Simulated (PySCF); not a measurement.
MTe for M along group 14

HF with double-zeta basis sets in PySCF, for the lowest determinant that a PBE0 search found; no spin–orbit coupling. De refers to high-spin ground-configuration atoms. A positive dipole means M(−)Te(+).

```
 M       basis  reference  state (unpaired electrons)  Re (Å)  ωe (cm⁻¹)  De (eV)  μ (D)
 C  x2c-SVPall        RHF      singlet (closed shell)   1.865        979     1.34   2.33
Si  x2c-SVPall        RHF      singlet (closed shell)   2.250        539     2.38  -1.15
Ge    def2-SVP        RHF      singlet (closed shell)   2.329        357     2.08  -1.78
Sn    def2-SVP        RHF      singlet (closed shell)   2.516        285     1.79  -3.18
```

The shortest bond is that of TeC (1.865 Å), the longest that of SnTe (2.516 Å). SiTe is bound most strongly (2.38 eV) and TeC least (1.34 eV).

The rows differ in basis set, which adds steps of its own.

Down a group the atoms grow and get heavier, so bonds lengthen and wavenumbers fall; this series shows no clear exception.

These are scalar-relativistic numbers at best; spin–orbit coupling would shift them, the dissociation energy most. Where the molecule has an RHF reference, its open-shell atoms are computed with UHF. Hartree–Fock leaves out correlation, which carries a large part of most bond energies and some tenths to 1 eV of ionisation energies.
